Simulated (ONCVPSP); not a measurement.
**Potentials for Zn compared**

Generated with ld1.x 7.5 (TM, RRKJ, ultrasoft, PAW), atompaw 4.2 or ONCVPSP 4.0.1. The cutoff is in Ry: for ld1.x and atompaw files where the sum of valence levels is converged to 10 mRy in a Bessel basis, for ONCV files where the hardest occupied wave has 1 mHa per electron of residual kinetic energy. The error is the largest all-electron minus pseudo excitation energy over each file’s own four to seven test configurations (ionisations up to +4, promotions, holes and added fractions of an electron), all of which were solved. The labels leave out finer settings (local radius, basis sizes, second energies), which also bear on the numbers. Spin-polarised tests are not counted. The rows are a selection from randomly drawn settings: files with unsolved tests, undetermined cutoffs or missed reference levels are left out.

A true bound ghost makes a file unfit for plane-wave use even where its test errors are small: the radial tests pick states by their node count and pass the ghost by.

| potential | cutoff (Ry) | largest error (meV) | bound ghosts |
| --- | --- | --- | --- |
| ONCV, PBEsol, scalar-relativistic, rc 2.30/1.75/0.90 (spd), local d, core correction no, reference 3d10 4s2, qcut 2.4/4/20.6, projectors 1/2/0 | 279 | -78 | s, p |
| ONCV, PBEsol, scalar-relativistic, rc 1.80/1.70/0.70 (spd), local smoothed, core correction yes, reference 3d10 4s2, qcut 3.5/4.2/14.6, projectors 2/2/2 | 654 | -373 | s |
| ONCV, PBE, fully relativistic, rc 2.30/1.90/1.50 (spd), local smoothed, core correction yes, reference 3d10 4s2, qcut 3.5/4.9/11.5, projectors 3/2/2 | 100 | +34 | none |
| ONCV, Wu-Cohen, scalar-relativistic, rc 2.30/2.35/1.00 (spd), local smoothed, core correction no, reference 3d10 4s2, qcut 2.6/3.5/16.9, projectors 2/2/2 | 211 | -145 | s |
| ONCV, PBE, scalar-relativistic, rc 0.90/0.75/1.45 (spd), local smoothed, core correction yes, reference 3s2 3p6 3d10 4s1, qcut 15.9/11.2/9.5, projectors 2/2/3 | 164 | +61 | none |

**Question.** Fill in the row for Zn: ONCV, PBE, fully relativistic, rc 1.35/1.00/1.50 (spd), local smoothed, core correction no, reference 3s2 3p6 3d10 4s2, qcut 7.2/16.1/11.9, projectors 2/2/1.

**Answer.** cutoff 103 Ry, largest error -29 meV, bound ghosts: none.

**Question.** Fill in the row for Zn: ONCV, PBEsol, scalar-relativistic, rc 0.90/0.75/1.15/1.20 (spdf), local smoothed, core correction yes, reference 3s2 3p6 3d10 4s1.75, qcut 10.2/12.4/12.6/9.4, projectors 2/1/2/2.

**Answer.** cutoff 138 Ry, largest error +42 meV, bound ghosts: none.

**Question.** Fill in the row for Zn: ONCV, PBEsol, non-relativistic, rc 1.15/0.85/0.75 (spd), local smoothed, core correction no, reference 3s2 3p6 3d10 4s0.5, qcut 8.2/20.7/23.4, projectors 2/2/2.

**Answer.** cutoff 360 Ry, largest error +30 meV, bound ghosts: none.
